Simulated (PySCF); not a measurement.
## Broadened absorption spectrum of Si(tBu)2Me2

Si(tBu)2Me2, C₁₀H₂₄Si.
SMILES: `CC(C)(C)[Si](C)(C)C(C)(C)C`

Theory: TDDFT PBE0/def2-SVPD, vertical, gas phase, core orbitals frozen in the response (PySCF). Geometry: PBE0-D3(BJ)/def2-SVP; no solvent, vibrations or thermal averaging.

Computed states:

```csv
state,E (eV),f
S1,6.67,0.016
S2,7.11,0.0005
S3,7.38,0.0002
S4,7.44,0.031
S5,7.48,0.039
S6,7.72,0.044
S7,7.86,0.053
S8,7.87,0.075
S9,7.88,0.194
S10,8.02,0.027
```

Each state is given a Gaussian of 0.5 eV full width at half maximum, with ε(max) = 2.175×10⁸ f / Δν̃ (Δν̃ the width in cm⁻¹). The width is an assumption, not a result. The curve ends short of the highest state used, and states not computed would add to its high-energy end.

Problem. Give the broadened spectrum and its maxima.

Solution. 
```tsv
E (eV)	ε (L mol⁻¹ cm⁻¹)
5.92	2
5.98	4
6.03	9
6.08	17
6.13	33
6.18	58
6.23	98
6.28	156
6.34	253
6.39	357
6.44	475
6.49	600
6.54	716
6.59	809
6.64	867
6.70	878
6.75	841
6.80	774
6.85	697
6.90	636
6.95	619
7.00	676
7.06	880
7.11	1188
7.16	1639
7.21	2239
7.26	2987
7.31	3885
7.36	4938
7.42	6437
```

Maxima: 186 nm (6.68 eV), ε about 880, made up of S1 (99%) (ε in L mol⁻¹ cm⁻¹; maxima over ε = 5, shares over 10%). At its high-energy end, 7.42 eV, the curve is still rising (ε about 6400, from S4, S5, S6 and S9).

Problem. On this curve, what absorbance would a 10⁻⁵ mol/L sample give at 193 nm over a 1 cm path?

Solution. 193 nm is 6.424 eV, where ε is about 440 L mol⁻¹ cm⁻¹, so A = ε c l ≈ 0.0044 (Beer–Lambert, with the gas-phase spectrum and the assumed width).

Problem. Coming from long wavelengths, where does ε first pass 100 L mol⁻¹ cm⁻¹?

Solution. At about 199 nm (6.23 eV), 0.44 eV below S1.

Problem. What would ε be at 6.68 eV, the highest of these maxima, with half the width (0.25 eV)?

Solution. About 1740 L mol⁻¹ cm⁻¹ against 881, a factor of about 1.98; a lone state at its own centre would give exactly 2.

Without π bonds the low states may be Rydberg-like; a valence basis with one diffuse set may place them up to an eV too high.
